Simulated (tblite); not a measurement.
C5H8N2O2Si.
Bonds: C1–C2 (double), C2–C3, C3–C4, C4–N5 (aromatic), N5–C6 (aromatic), C6–O7, O7–Si8, C6–N9 (aromatic), N9–O10 (aromatic), C4–O10 (aromatic). Hydrogens: H11, H12 on C1; H13 on C2; H14, H15 on C3; H16, H17, H18 on Si8.

Computed geometry: GFN2-xTB, gas phase.

Question: Give the optimised bond lengths and angles.

Answer: 
```
                     bond  length (pm)
                    C1=C2        131.8
                    C2–C3        150.6
                    C3–C4        148.2
                    C4–N5        129.7
                    N5–C6        136.8
                    C6–O7        129.8
                   O7–Si8        165.4
                    C6–N9        130.6
                   N9–O10        136.6
                   C4–O10        133.3
                   C1–H11        107.8
                   C1–H12        107.6
                   C2–H13        108.1
           C3–H14, C3–H15        109.1
Si8–H16, Si8–H17, Si8–H18        145.8
```

Bonds in one row agree within 1 pm and their mean is given. A selection of angles:
```
    angle  degrees
 C1–C2–C3    123.9
 C2–C3–C4    108.9
 C3–C4–N5    127.6
C3–C4–O10    120.0
N5–C4–O10    112.3
 C4–N5–C6    102.9
 N5–C6–O7    122.6
 N5–C6–N9    113.2
 O7–C6–N9    124.2
C6–O7–Si8    124.2
C6–N9–O10    104.4
C4–O10–N9    107.2
```

Torsions: C1–C2–C3–C4 116° (anticlinal); C2–C3–C4–N5 86° (synclinal); N5–C6–O7–Si8 0° (synperiplanar). The mirror-image conformer, all signs reversed, is as good.

N5 (pyridine-type nitrogen) is bent (angle 102.9°). N9 (pyridine-type nitrogen) is bent (angle 104.4°). O7 (silyl ether oxygen) is bent (angle 124.2°). The 5-membered ring C4–N5–C6–N9–O10 has internal angles of 102.9° to 113.2°; it is planar, 0.00 Å rms from its mean plane, widest ring torsion 0°. The C–C distances run from 1.318 Å (C1=C2, drawn double) to 1.506 Å (C2–C3, drawn single), a spread of 0.188 Å. Si8 (oxygen-bound silicon) has angles from 96.9° to 114.6°. The 2 C–O bonds span 1.298 Å (C6–O7, drawn single) to 1.333 Å (C4–O10, aromatic), a spread of 0.035 Å.

Point group: C1 (no symmetry element, even within 0.4 Å). Its GFN2-xTB frequencies are all real (lowest 18 cm⁻¹). The numbers are those of one conformer.
